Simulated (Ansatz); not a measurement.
Ansatz (a quantum-chemistry and plane-wave program) input (HF/6-31G*):

Ansatz 0.2 input:
```yaml
crystal:
  periodic: [false, false, false]
  atoms:
    - {symbol: C, position_ang: [-2.20961467, 0.27140492, 0.30029903]}
    - {symbol: C, position_ang: [-1.17504092, 0.02108664, -0.51156349]}
    - {symbol: C, position_ang: [-0.06612381, -0.81878035, 0.13515487]}
    - {symbol: Si, position_ang: [1.45061072, 0.25255382, -0.08418204]}
    - {symbol: H, position_ang: [-3.05398066, 0.88322900, -0.01200605]}
    - {symbol: H, position_ang: [-2.31566252, -0.11151483, 1.32521401]}
    - {symbol: H, position_ang: [-0.21778223, -1.13103389, 1.18213007]}
    - {symbol: H, position_ang: [0.11411833, -1.73063628, -0.44267468]}
    - {symbol: H, position_ang: [1.89696846, 0.36536105, -1.49592632]}
    - {symbol: H, position_ang: [1.30321573, 1.62847783, 0.44849076]}
    - {symbol: H, position_ang: [2.66924934, -0.28190360, 0.62997832]}
basis:
  gaussian:
    orbitals: 6-31G*
hamiltonian:
  xc: {name: HF}
total_charge: -1
phonons: {temperatures: {t_min: 298.15, t_max: 298.15, t_step: 100}}
```

Output:

```
Functional definition: HF
integrals: 0.03 GiB planned
906 factors; integrals over basis functions are off by at most 7.0e-4 eV
mean field: 0.20 GiB planned
mean field evaluation 1: about -11058.3875 eV, gradient 2.3e1 eV
mean field evaluation 2: about -11058.4620 eV, gradient 2.3e1 eV
mean field evaluation 4: about -11060.4971 eV, gradient 3.2e0 eV
mean field evaluation 8: about -11060.5347 eV, gradient 1.6e-1 eV
mean field -11060.53496783 eV, -406.4671629678 hartree, gradient 2.0e-5 eV, S^2 0.000000; 0 other end points of the search recorded, 0 dependent functions left out
the calculation of the forces begins
reference -11060.53496783 eV, -406.4671629678 hartree; 20, 20 occupied and 58, 58 virtual orbitals, 906 factors
these checks for a lower state are left out or cut short: stability, starts, cluster_reference, orbital_swaps, neighbouring_geometries, increment
integrals: 0.03 GiB planned
906 factors; integrals over basis functions are off by at most 7.0e-4 eV
mean field: 0.20 GiB planned
mean field evaluation 16: about -11060.5348 eV, gradient 5.9e-4 eV
mean field -11060.53476540 eV, -406.4671555286 hartree, gradient 4.9e-6 eV, S^2 0.000000; 0 other end points of the search recorded, 0 dependent functions left out
the calculation of the forces begins
reference -11060.53476540 eV, -406.4671555286 hartree; 20, 20 occupied and 58, 58 virtual orbitals, 906 factors
these checks for a lower state are left out or cut short: stability, starts, cluster_reference, orbital_swaps, neighbouring_geometries, increment
integrals: 0.03 GiB planned
906 factors; integrals over basis functions are off by at most 7.0e-4 eV
mean field: 0.20 GiB planned
mean field -11060.53476657 eV, -406.4671555718 hartree, gradient 4.8e-6 eV, S^2 0.000000; 0 other end points of the search recorded, 0 dependent functions left out
the calculation of the forces begins
reference -11060.53476657 eV, -406.4671555718 hartree; 20, 20 occupied and 58, 58 virtual orbitals, 906 factors
these checks for a lower state are left out or cut short: stability, starts, cluster_reference, orbital_swaps, neighbouring_geometries, increment
integrals: 0.03 GiB planned
906 factors; integrals over basis functions are off by at most 7.0e-4 eV
mean field: 0.20 GiB planned
mean field -11060.53488221 eV, -406.4671598214 hartree, gradient 1.6e-6 eV, S^2 0.000000; 0 other end points of the search recorded, 0 dependent functions left out
the calculation of the forces begins
reference -11060.53488221 eV, -406.4671598214 hartree; 20, 20 occupied and 58, 58 virtual orbitals, 906 factors
these checks for a lower state are left out or cut short: stability, starts, cluster_reference, orbital_swaps, neighbouring_geometries, increment
integrals: 0.03 GiB planned
906 factors; integrals over basis functions are off by at most 7.0e-4 eV
mean field: 0.20 GiB planned
mean field evaluation 32: about -11060.5348 eV, gradient 1.3e-1 eV
mean field -11060.53488185 eV, -406.4671598080 hartree, gradient 1.6e-6 eV, S^2 0.000000; 0 other end points of the search recorded, 0 dependent functions left out
the calculation of the forces begins
reference -11060.53488185 eV, -406.4671598080 hartree; 20, 20 occupied and 58, 58 virtual orbitals, 906 factors
these checks for a lower state are left out or cut short: stability, starts, cluster_reference, orbital_swaps, neighbouring_geometries, increment
integrals: 0.03 GiB planned
906 factors; integrals over basis functions are off by at most 7.0e-4 eV
mean field: 0.20 GiB planned
mean field -11060.53478729 eV, -406.4671563333 hartree, gradient 3.9e-6 eV, S^2 0.000000; 0 other end points of the search recorded, 0 dependent functions left out
the calculation of the forces begins
reference -11060.53478729 eV, -406.4671563333 hartree; 20, 20 occupied and 58, 58 virtual orbitals, 906 factors
these checks for a lower state are left out or cut short: stability, starts, cluster_reference, orbital_swaps, neighbouring_geometries, increment
integrals: 0.03 GiB planned
906 factors; integrals over basis functions are off by at most 7.0e-4 eV
mean field: 0.20 GiB planned
mean field -11060.53478738 eV, -406.4671563366 hartree, gradient 4.0e-6 eV, S^2 0.000000; 0 other end points of the search recorded, 0 dependent functions left out
the calculation of the forces begins
reference -11060.53478738 eV, -406.4671563366 hartree; 20, 20 occupied and 58, 58 virtual orbitals, 906 factors
these checks for a lower state are left out or cut short: stability, starts, cluster_reference, orbital_swaps, neighbouring_geometries, increment
integrals: 0.03 GiB planned
906 factors; integrals over basis functions are off by at most 7.0e-4 eV
mean field: 0.20 GiB planned
mean field -11060.53480568 eV, -406.4671570090 hartree, gradient 4.0e-6 eV, S^2 0.000000; 0 other end points of the search recorded, 0 dependent functions left out
[...]
these checks for a lower state are left out or cut short: stability, starts, cluster_reference, orbital_swaps, neighbouring_geometries, increment
integrals: 0.03 GiB planned
906 factors; integrals over basis functions are off by at most 7.0e-4 eV
mean field: 0.20 GiB planned
mean field -11060.53496027 eV, -406.4671626902 hartree, gradient 2.3e-6 eV, S^2 0.000000; 0 other end points of the search recorded, 0 dependent functions left out
the calculation of the forces begins
reference -11060.53496027 eV, -406.4671626902 hartree; 20, 20 occupied and 58, 58 virtual orbitals, 906 factors
these checks for a lower state are left out or cut short: stability, starts, cluster_reference, orbital_swaps, neighbouring_geometries, increment
integrals: 0.03 GiB planned
906 factors; integrals over basis functions are off by at most 7.0e-4 eV
mean field: 0.20 GiB planned
mean field -11060.53495775 eV, -406.4671625975 hartree, gradient 2.3e-6 eV, S^2 0.000000; 0 other end points of the search recorded, 0 dependent functions left out
the calculation of the forces begins
reference -11060.53495775 eV, -406.4671625975 hartree; 20, 20 occupied and 58, 58 virtual orbitals, 906 factors
these checks for a lower state are left out or cut short: stability, starts, cluster_reference, orbital_swaps, neighbouring_geometries, increment
integrals: 0.03 GiB planned
906 factors; integrals over basis functions are off by at most 7.0e-4 eV
mean field: 0.20 GiB planned
mean field evaluation 352: about -11060.5349 eV, gradient 7.3e-5 eV
mean field -11060.53491453 eV, -406.4671610091 hartree, gradient 1.1e-6 eV, S^2 0.000000; 0 other end points of the search recorded, 0 dependent functions left out
the calculation of the forces begins
reference -11060.53491453 eV, -406.4671610091 hartree; 20, 20 occupied and 58, 58 virtual orbitals, 906 factors
these checks for a lower state are left out or cut short: stability, starts, cluster_reference, orbital_swaps, neighbouring_geometries, increment
integrals: 0.03 GiB planned
906 factors; integrals over basis functions are off by at most 7.0e-4 eV
mean field: 0.20 GiB planned
mean field -11060.53491477 eV, -406.4671610181 hartree, gradient 1.0e-6 eV, S^2 0.000000; 0 other end points of the search recorded, 0 dependent functions left out
the calculation of the forces begins
reference -11060.53491477 eV, -406.4671610181 hartree; 20, 20 occupied and 58, 58 virtual orbitals, 906 factors
these checks for a lower state are left out or cut short: stability, starts, cluster_reference, orbital_swaps, neighbouring_geometries, increment
integrals: 0.03 GiB planned
906 factors; integrals over basis functions are off by at most 7.0e-4 eV
mean field: 0.20 GiB planned
mean field -11060.53495445 eV, -406.4671624763 hartree, gradient 1.9e-6 eV, S^2 0.000000; 0 other end points of the search recorded, 0 dependent functions left out
the calculation of the forces begins
reference -11060.53495445 eV, -406.4671624763 hartree; 20, 20 occupied and 58, 58 virtual orbitals, 906 factors
these checks for a lower state are left out or cut short: stability, starts, cluster_reference, orbital_swaps, neighbouring_geometries, increment
integrals: 0.03 GiB planned
906 factors; integrals over basis functions are off by at most 7.0e-4 eV
mean field: 0.20 GiB planned
mean field -11060.53495265 eV, -406.4671624101 hartree, gradient 1.9e-6 eV, S^2 0.000000; 0 other end points of the search recorded, 0 dependent functions left out
the calculation of the forces begins
reference -11060.53495265 eV, -406.4671624101 hartree; 20, 20 occupied and 58, 58 virtual orbitals, 906 factors
these checks for a lower state are left out or cut short: stability, starts, cluster_reference, orbital_swaps, neighbouring_geometries, increment
integrals: 0.03 GiB planned
906 factors; integrals over basis functions are off by at most 7.0e-4 eV
mean field: 0.20 GiB planned
mean field -11060.53493077 eV, -406.4671616061 hartree, gradient 1.2e-6 eV, S^2 0.000000; 0 other end points of the search recorded, 0 dependent functions left out
the calculation of the forces begins
reference -11060.53493077 eV, -406.4671616061 hartree; 20, 20 occupied and 58, 58 virtual orbitals, 906 factors
these checks for a lower state are left out or cut short: stability, starts, cluster_reference, orbital_swaps, neighbouring_geometries, increment
integrals: 0.03 GiB planned
906 factors; integrals over basis functions are off by at most 7.0e-4 eV
mean field: 0.20 GiB planned
mean field evaluation 384: about -11060.5349 eV, gradient 1.2e-6 eV
mean field -11060.53493071 eV, -406.4671616037 hartree, gradient 1.2e-6 eV, S^2 0.000000; 0 other end points of the search recorded, 0 dependent functions left out
the calculation of the forces begins
reference -11060.53493071 eV, -406.4671616037 hartree; 20, 20 occupied and 58, 58 virtual orbitals, 906 factors
these checks for a lower state are left out or cut short: stability, starts, cluster_reference, orbital_swaps, neighbouring_geometries, increment
integrals: 0.03 GiB planned
906 factors; integrals over basis functions are off by at most 7.0e-4 eV
mean field: 0.20 GiB planned
mean field -11060.53495508 eV, -406.4671624995 hartree, gradient 2.0e-6 eV, S^2 0.000000; 0 other end points of the search recorded, 0 dependent functions left out
the calculation of the forces begins
reference -11060.53495508 eV, -406.4671624995 hartree; 20, 20 occupied and 58, 58 virtual orbitals, 906 factors
these checks for a lower state are left out or cut short: stability, starts, cluster_reference, orbital_swaps, neighbouring_geometries, increment
integrals: 0.03 GiB planned
906 factors; integrals over basis functions are off by at most 7.0e-4 eV
mean field: 0.20 GiB planned
mean field -11060.53495275 eV, -406.4671624139 hartree, gradient 2.0e-6 eV, S^2 0.000000; 0 other end points of the search recorded, 0 dependent functions left out
the calculation of the forces begins
reference -11060.53495275 eV, -406.4671624139 hartree; 20, 20 occupied and 58, 58 virtual orbitals, 906 factors
these checks for a lower state are left out or cut short: stability, starts, cluster_reference, orbital_swaps, neighbouring_geometries, increment
integrals: 0.03 GiB planned
906 factors; integrals over basis functions are off by at most 7.0e-4 eV
mean field: 0.20 GiB planned
mean field -11060.53495033 eV, -406.4671623247 hartree, gradient 1.7e-6 eV, S^2 0.000000; 0 other end points of the search recorded, 0 dependent functions left out
the calculation of the forces begins
reference -11060.53495033 eV, -406.4671623247 hartree; 20, 20 occupied and 58, 58 virtual orbitals, 906 factors
these checks for a lower state are left out or cut short: stability, starts, cluster_reference, orbital_swaps, neighbouring_geometries, increment
integrals: 0.03 GiB planned
906 factors; integrals over basis functions are off by at most 7.0e-4 eV
mean field: 0.20 GiB planned
mean field -11060.53494903 eV, -406.4671622771 hartree, gradient 1.7e-6 eV, S^2 0.000000; 0 other end points of the search recorded, 0 dependent functions left out
the calculation of the forces begins
reference -11060.53494903 eV, -406.4671622771 hartree; 20, 20 occupied and 58, 58 virtual orbitals, 906 factors
Total energy: -11060.53496783 eV, -406.4671629678 hartree
Atom 0 at    -2.209615     0.271405     0.300299 Å, force    -0.000186     0.000108     0.000153 eV/Å
Atom 1 at    -1.175041     0.021087    -0.511563 Å, force    -0.000910    -0.000810    -0.000034 eV/Å
Atom 2 at    -0.066124    -0.818780     0.135155 Å, force     0.001570     0.000169     0.000234 eV/Å
Atom 3 at     1.450611     0.252554    -0.084182 Å, force    -0.000372    -0.000944    -0.000604 eV/Å
Atom 4 at    -3.053981     0.883229    -0.012006 Å, force     0.000010     0.000246     0.000337 eV/Å
Atom 5 at    -2.315663    -0.111515     1.325214 Å, force     0.000126    -0.000158    -0.000884 eV/Å
Atom 6 at    -0.217782    -1.131034     1.182130 Å, force    -0.000223     0.000333     0.000115 eV/Å
Atom 7 at     0.114118    -1.730636    -0.442675 Å, force    -0.000462     0.000505     0.000033 eV/Å
Atom 8 at     1.896968     0.365361    -1.495926 Å, force    -0.000032     0.000206     0.000025 eV/Å
Atom 9 at     1.303216     1.628478     0.448491 Å, force     0.000501    -0.000117     0.000365 eV/Å
Atom 10 at     2.669249    -0.281904     0.629978 Å, force    -0.000023     0.000462     0.000258 eV/Å
Dipole moment:     0.810392    -0.245679     0.348334 e Å
Vibrations: 115.29 188.14 210.50 448.07 589.98 645.99 716.89 836.73 909.34 939.15 957.45 1033.42 1064.72 1070.46 1156.72 1218.20 1278.80 1544.29 1583.78 1723.80 2169.66 2309.63 2331.55 3005.88 3051.43 3120.37 3185.64 cm⁻¹, zero-point energy 2.318869 eV
```

The blocks after the first are displaced geometries, from whose forces the wavenumbers follow.

The dipole moment of an ion depends on the origin.
